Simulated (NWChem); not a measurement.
System: InH₂Br; SMILES [Br][InH2]

Input file for NWChem:

```
start job
memory heap 200 mb stack 900 mb global 1100 mb
geometry units angstroms noautosym nocenter noautoz
  In     0.000000     0.000000    -1.070445
  H      0.000000     1.577743    -1.745513
  H      0.000000    -1.577743    -1.745513
  Br     0.000000     0.000000     1.433841
end
basis spherical
  * library def2-svpd
end
ecp
  In library def2-ecp
end
dft
  xc pbe0
  iterations 150
end
property
  response 1 0.0
end
task dft property
```

NWChem printed, in part:

```
             Northwest Computational Chemistry Package (NWChem) 7.3.0
             --------------------------------------------------------

                             Geometry "geometry" -> ""
                             -------------------------

 Output coordinates in angstroms (scale by  1.889725989 to convert to a.u.)

  No.       Tag          Charge          X              Y              Z
 ---- ---------------- ---------- -------------- -------------- --------------
    1 In                  49.0000     0.00000000     0.00000000    -1.07044500
    2 H                    1.0000     0.00000000     1.57774300    -1.74551300
    3 H                    1.0000     0.00000000    -1.57774300    -1.74551300
    4 Br                  35.0000     0.00000000     0.00000000     1.43384100

 Effective nuclear repulsion energy (a.u.)     403.2178950601

                                 NWChem DFT Module
                                 -----------------

 Summary of "ao basis" -> "ao basis" (spherical)
 ------------------------------------------------------------------------------
       Tag                 Description            Shells   Functions and Types
 ---------------- ------------------------------  ------  ---------------------
 In                        def2-svpd                12       32   5s4p3d
 H                         def2-svpd                 4        8   2s2p
 Br                        def2-svpd                15       41   6s5p4d

            General Information
            -------------------
          SCF calculation type: DFT
          Wavefunction type:  closed shell.
          No. of atoms     :     4
          No. of electrons :    58
           Alpha electrons :    29
            Beta electrons :    29
          Charge           :     0
          Spin multiplicity:     1
          Use of symmetry is: off; symmetry adaption is: off
          Maximum number of iterations: 150
          AO basis - number of functions:    89
                     number of shells:    35
          Convergence on energy requested:  1.00D-06
          Convergence on density requested:  1.00D-05
          Convergence on gradient requested:  5.00D-04

              XC Information
              --------------
                         PBE0 Method XC Functional
                     Hartree-Fock (Exact) Exchange  0.250
          PerdewBurkeErnzerhof Exchange Functional  0.750
            Perdew 1991 LDA Correlation Functional  1.000 local
           PerdewBurkeErnz. Correlation Functional  1.000 non-local

             Grid Information
             ----------------
          Grid used for XC integration:  medium
          Radial quadrature: Mura-Knowles
          Angular quadrature: Lebedev.
          Tag              B.-S. Rad. Rad. Pts. Rad. Cut. Ang. Pts.
          ---              ---------- --------- --------- ---------
          In                  1.55      123          13.0       590
          H                   0.35       45          12.0       434
          Br                  1.15      112          13.0       590
          Grid pruning is: on
          Number of quadrature shells:   325
          Spatial weights used:  Erf1

      Superposition of Atomic Density Guess
      -------------------------------------

 Sum of atomic energies:       -2791.13556630

      Non-variational initial energy
      ------------------------------

 Total energy =   -2762.433853
 1-e energy   =   -4274.159134
 2-e energy   =    1332.858055
 HOMO         =      -0.332534
 LUMO         =      -0.009708

   convergence    iter        energy       DeltaE   RMS-Dens  Diis-err
 ---------------- ----- ----------------- --------- --------- ---------
 d= 0,ls=0.0,diis     1  -2764.8702970745 -2.94D+03  1.25D-02  2.36D-01
 d= 0,ls=0.0,diis     2  -2764.8701698012  1.27D-04  5.98D-03  2.64D-01
 d= 0,ls=0.0,diis     3  -2764.9056585323 -3.55D-02  9.38D-04  6.69D-03
 d= 0,ls=0.0,diis     4  -2764.9064701910 -8.12D-04  1.94D-04  1.11D-04
 d= 0,ls=0.0,diis     5  -2764.9064840859 -1.39D-05  5.44D-05  3.27D-05
  Resetting Diis
 d= 0,ls=0.0,diis     6  -2764.9064882877 -4.20D-06  6.55D-06  1.02D-07
 d= 0,ls=0.0,diis     7  -2764.9064883040 -1.63D-08  2.25D-06  1.07D-08

         Total DFT energy =    -2764.906488303953
      One electron energy =    -4275.531167260371
           Coulomb energy =     1440.250436604947
    Exchange-Corr. energy =     -108.492984309770
 Nuclear repulsion energy =      178.867226661242

 Numeric. integr. density =       57.999977126438

                       DFT Final Molecular Orbital Analysis
                       ------------------------------------

 Vector   27  Occ=2.000000D+00  E=-3.299588D-01
              MO Center= -1.9D-08, -4.3D-07,  4.5D-01, r^2= 4.0D+00
   Bfn.  Coefficient  Atom+Function         Bfn.  Coefficient  Atom+Function
  ----- ------------  ---------------      ----- ------------  ---------------
    66      0.442069  4 Br pz                63      0.438240  4 Br pz
    14     -0.303634  1 In pz                60     -0.291887  4 Br pz
     4      0.166478  1 In s                 33      0.148168  2 H  s
    41      0.148168  3 H  s                 20      0.128910  1 In d  0
    11      0.094524  1 In pz                57      0.094921  4 Br pz

 Vector   28  Occ=2.000000D+00  E=-3.027949D-01
              MO Center=  5.7D-08,  2.4D-09,  1.3D+00, r^2= 1.8D+00
   Bfn.  Coefficient  Atom+Function         Bfn.  Coefficient  Atom+Function
  ----- ------------  ---------------      ----- ------------  ---------------
    64      0.566305  4 Br px                61      0.515217  4 Br px
    58     -0.342046  4 Br px                55      0.111127  4 Br px
    12      0.107174  1 In px                67      0.071642  4 Br px
    21      0.064648  1 In d  1               9     -0.032318  1 In px
     6     -0.030379  1 In px                88      0.026297  4 Br d  1

 Vector   29  Occ=2.000000D+00  E=-2.887498D-01
              MO Center= -1.2D-09,  4.2D-08,  9.1D-01, r^2= 3.1D+00
   Bfn.  Coefficient  Atom+Function         Bfn.  Coefficient  Atom+Function
  ----- ------------  ---------------      ----- ------------  ---------------
    65      0.543104  4 Br py                62      0.493617  4 Br py
    59     -0.326149  4 Br py                33     -0.142479  2 H  s
    41      0.142479  3 H  s                 13     -0.130667  1 In py
    19     -0.121493  1 In d -1              56      0.105907  4 Br py
    34     -0.079354  2 H  s                 42      0.079354  3 H  s

 Vector   30  Occ=0.000000D+00  E=-7.689720D-02
              MO Center= -1.1D-08,  1.3D-08, -1.1D+00, r^2= 4.5D+00
   Bfn.  Coefficient  Atom+Function         Bfn.  Coefficient  Atom+Function
  ----- ------------  ---------------      ----- ------------  ---------------
    12      0.546443  1 In px                15      0.534487  1 In px
    64     -0.191669  4 Br px                 9     -0.151541  1 In px
     6     -0.140375  1 In px                61     -0.140753  4 Br px
    58      0.090519  4 Br px                31      0.060005  1 In d  1
    38      0.035017  2 H  px                46      0.035017  3 H  px

 Vector   31  Occ=0.000000D+00  E=-3.620758D-02
              MO Center=  1.3D-10, -5.0D-09, -7.0D-01, r^2= 6.2D+00
   Bfn.  Coefficient  Atom+Function         Bfn.  Coefficient  Atom+Function
  ----- ------------  ---------------      ----- ------------  ---------------
     4      0.848279  1 In s                  3      0.545141  1 In s
    66      0.362935  4 Br pz                53     -0.325132  4 Br s
     1     -0.317966  1 In s                 34     -0.316846  2 H  s
    42     -0.316846  3 H  s                  5     -0.265156  1 In s
    17      0.264790  1 In pz                63      0.222515  4 Br pz

 Vector   32  Occ=0.000000D+00  E= 2.430014D-03
              MO Center= -9.2D-10,  3.3D-08, -1.0D+00, r^2= 9.2D+00
   Bfn.  Coefficient  Atom+Function         Bfn.  Coefficient  Atom+Function
  ----- ------------  ---------------      ----- ------------  ---------------
     5      0.764845  1 In s                 17      0.717662  1 In pz
    69      0.378128  4 Br pz                 4     -0.360676  1 In s
    14      0.322921  1 In pz                30     -0.305583  1 In d  0
    32     -0.259497  1 In d  2              34      0.226884  2 H  s
    42      0.226884  3 H  s                  3     -0.191982  1 In s

     Multipole analysis of the density
     ---------------------------------

     L   x y z        total         alpha         beta         nuclear
     -   - - -        -----         -----         ----         -------
     0   0 0 0     -0.000000    -29.000000    -29.000000     58.000000

     1   1 0 0     -0.000000     -0.000000     -0.000000      0.000000
     1   0 1 0      0.000000      0.000000      0.000000      0.000000
     1   0 0 1     -1.099681    -23.428814    -23.428814     45.757946

     2   2 0 0    -30.112618    -15.056309    -15.056309      0.000000
     2   1 1 0      0.000000      0.000000      0.000000      0.000000
     2   1 0 1     -0.000000     -0.000000     -0.000000      0.000000
     2   0 2 0    -34.298003    -26.038355    -26.038355     17.778708
     2   0 1 1      0.000000      0.000000      0.000000      0.000000
     2   0 0 2    -33.001508   -198.826860   -198.826860    364.652212

 *** CALLING NEW AORESP DRIVER FOR CLOSED AND OPEN SHELLS ***
 Entering AOResponse driver routine

--------------------------------------------------------------------------------

          -----------------------------------------------
          Solving response equations for perturbing field
          -----------------------------------------------

 number of frequencies:     1
 frequency in a.u.:  0.0000000E+00
 Perturbing field: electric
 Using El. Dipole Length Gauge

 Setting up CPKS with frequency omega =      0.00000000 a.u.

 STATIC response

                                NWChem CPHF Module
                                ------------------

  scftype          =     RHF
  nclosed          =       29
  nopen            =        0
  variables        =     1740
  # of vectors     =        3
  tolerance        = 0.10D-03
  level shift      = 0.00D+00
  max iterations   =       50
  max subspace     =       30

 SCF residual:    1.0721282451165275E-004

Iterative solution of linear equations
  No. of variables     1740
  No. of equations        3
  Maximum subspace       30
        Iterations       50
       Convergence  1.0D-04

   iter   nsub   residual    time
   ----  ------  --------  ---------
     1      3    3.80D+00      14.2
     2      6    1.59D+00      18.6
     3      9    5.25D-01      23.2
     4     12    1.08D-01      28.0
     5     15    8.27D-03      32.7
     6     18    2.15D-03      37.2
     7     21    6.60D-04      41.8
     8     24    3.68D-04      46.1
     9     27    4.04D-05      50.5

 Electric Dipole Response Matrix (nonzero elements):

              1        2        3
    1   46.4874  -0.0000   0.0000
    2   -0.0000  59.8907  -0.0000
    3    0.0000  -0.0000  77.3159

 ------------------------------------------
 average:        61.23131 + I       0.00000

 DFT Linear Response polarizability / au
 Frequency  =       0.0000000 / au
              X              Y              Z
 -----------------------------------------------
 X      46.4873700     -0.0000008      0.0000011
 Y      -0.0000008     59.8906788     -0.0000011
 Z       0.0000011     -0.0000011     77.3158948
 -----------------------------------------------
 Eigenvalues =      46.4873700     59.8906788     77.3158948
 Isotropic   =      61.2313145
 Anisotropic =      26.7739125
 -----------------------------------------------

 Magnetic Dipole Response Matrix (nonzero elements):

 Exiting AOResponse driver routine
```

Level: PBE0/def2-SVPD with def2 effective core potentials on In. Structure relaxed at the PBE0/def2-SVP level. Not confirmed as a minimum by frequencies. def2 effective core potentials on In; no spin-orbit coupling.
